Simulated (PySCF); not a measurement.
Computed Raman spectrum (relative Raman activity) of a molecule C3H4BFO. Geometry: PBE0-D3(BJ)/def2-SVP. One conformer was computed; it need not be the lowest. Calculation: PBE0-D3(BJ)/def2-SVP (PySCF 2.14.0). No scaling factor is applied to the harmonic values.

ν (cm⁻¹): 125 (vw), 348 (vw), 588 (vw), 662 (vw), 780 (vw), 857 (vw), 927 (vw), 995 (vw), 1025 (w), 1123 (vw), 1300 (vw), 1363 (w), 1592 (m), 3090 (vs), 3160 (vs), 3250 (vs), 3899 (s) (against the strongest line: vs over 80 %, s over 45 %, m over 15 %, w over 4 %, vw less)

Task: Which molecule gave these data?
A. OB1C=C[C@H]1F
B. FB1C=CCO1
C. CC#CB(O)F
D. CC1=COB1F

Result: A, OB1C=C[C@H]1F
